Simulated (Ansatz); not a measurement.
The cluster Ge₃Te₂, relaxed as a singlet with RKS PBE-D4/def2-SVP in Ansatz, starting from the GFN2-xTB geometry. Force threshold 0.02 eV/Å.

In the def2 sets Te takes a core potential; there is no spin–orbit coupling. The structure comes from a short search, and lower isomers may exist.

Start:

```xyz
5

Ge    0.662    1.612   -0.795
Ge    0.720   -1.017   -0.516
Ge   -1.321   -1.529    0.873
Te    1.661    0.738    1.367
Te   -1.721    0.196   -0.928
```

```json
{"step": "1", "energy (eV)": "-184097.4353", "largest force component (eV/Å)": "1.309", "SCF passes": "21"}
{"step": "2", "energy (eV)": "-184097.7547", "largest force component (eV/Å)": "1.008", "SCF passes": "28"}
{"step": "3", "energy (eV)": "-184098.1718", "largest force component (eV/Å)": "1.023", "SCF passes": "28"}
{"step": "4", "energy (eV)": "-184098.5715", "largest force component (eV/Å)": "0.566", "SCF passes": "27"}
{"step": "5 (rejected)", "energy (eV)": "-184098.5608", "largest force component (eV/Å)": "0.321", "SCF passes": "27"}
{"step": "6", "energy (eV)": "-184098.6333", "largest force component (eV/Å)": "0.387", "SCF passes": "22"}
{"step": "7", "energy (eV)": "-184098.6390", "largest force component (eV/Å)": "0.125", "SCF passes": "22"}
{"step": "8", "energy (eV)": "-184098.6489", "largest force component (eV/Å)": "0.028", "SCF passes": "20"}
{"step": "9", "energy (eV)": "-184098.6490", "largest force component (eV/Å)": "0.010", "SCF passes": "23"}
```

Force components are those of the run's own axes.

End:

Cartesian coordinates in Å:
```
Ge 0.659 1.621 -0.885
Ge 0.810 -1.092 -0.857
Ge -0.959 -1.218 1.201
Te 1.174 0.436 1.504
Te -1.685 0.252 -0.964
```

Bonds formed: Ge3–Te4 (atoms count from 1). The end is the same structure that another start reached, the lowest one found.

No frequencies were taken in this run, so the end may be a saddle point.

Run time 17 s (4 threads of Arm Neoverse V2 on a shared host).
